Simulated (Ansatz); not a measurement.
Zn2O2H4⁺, that is (HZn-mu-OH)2 with one electron fewer. The state is a doublet with charge 1. Geometry r2SCAN-D4/def2-SVP; atoms count from 1.

```xyz
8

Zn    0.404    0.125    1.382
H     1.364   -0.079    2.590
O    -1.128    0.683    0.416
Zn   -0.645    0.021   -1.294
H    -0.755   -0.290   -2.814
O     0.942   -0.571   -0.347
H    -1.916    1.161    0.706
H     1.734   -1.051   -0.639
```

**Question.** Estimate the Mulliken populations from the PBE0/def2-TZVP orbitals of Ansatz.

**Answer.** 
```csv
atom,charge (e),spin (α − β),d electrons
Zn1,0.61,0.06,10.01
H2,0.13,0.30,–
O3,-0.66,0.01,–
Zn4,0.61,0.06,10.01
H5,0.13,0.30,–
O6,-0.61,0.28,–
H7,0.39,0.00,–
H8,0.39,-0.01,–
```
Mulliken values depend strongly on the basis.

**Question.** Where does the spin sit?

**Answer.** Summed by element: Zn 0.12, H 0.59, O 0.29, of 1 unpaired in all. Largest on single atoms: H2 0.30, H5 0.30, O6 0.28.

**Question.** And the Mayer bond orders between heavy atoms (over 0.3)?

**Answer.** Zn1–O3 0.52 (1.90 Å); Zn1–O6 0.50 (1.94 Å); O3–Zn4 0.52 (1.90 Å); Zn4–O6 0.50 (1.94 Å).
